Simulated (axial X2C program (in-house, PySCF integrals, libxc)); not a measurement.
The numbers below are computed, except where a source is named.
PtH⁺: input and output

Program: an in-house relativistic program for diatomic molecules.

The run was started with this input:
```json
{"zs": [78, 1], "q": 1, "bas": ["dyall-cv3z", "dyall-v3z"], "levels": ["PBE0", "HF", "BLYP"], "cc": true, "r0": 1.55, "thr": -2.0, "nmax": 90, "npts": 10, "nst": 2, "ntry": 6}
```
```bash
python so2c.py task.json out
```

Keys: zs atomic numbers; q charge; bas basis sets; levels methods; cc coupled cluster on or off; r0 starting distance in Å; thr threshold in hartree for freezing inner shells (an s shell follows its p shell); nmax most natural virtual spinors; npts points on the curve; nst determinants followed; ntry starts of the search. HF also brings MP2.

Output of the BLYP step, without spin–orbit coupling, at R = 1.534 Å for the state M_S = 0, Λ = 0. It starts from PBE0 orbitals of this distance.

```
spin-free X2C-1e  BLYP
basis functions 195  fitting functions 954  grid points 5069
iter        total energy     max residual
   1     -18417.352193497     3.59e-01
   2     -18417.355874844     1.86e-02
   3     -18417.356934348     1.31e-01
   4     -18417.359096698     1.16e-02
   5     -18417.359345805     3.78e-02
   6     -18417.359713409     6.73e-03
   7     -18417.359719154     7.35e-04
   8     -18417.359721503     8.08e-04
   9     -18417.359721592     2.23e-04
  10     -18417.359721620     6.39e-05
  11     -18417.359721620     2.84e-05
  12     -18417.359721621     3.25e-07
converged
one-electron -25278.51349501  Coulomb 7196.77795664  exact exchange 0.00000000  xc functional -362.53149907  nuclear repulsion 26.90731581
```
Energies are in hartree; totals compare only within one Hamiltonian and basis.
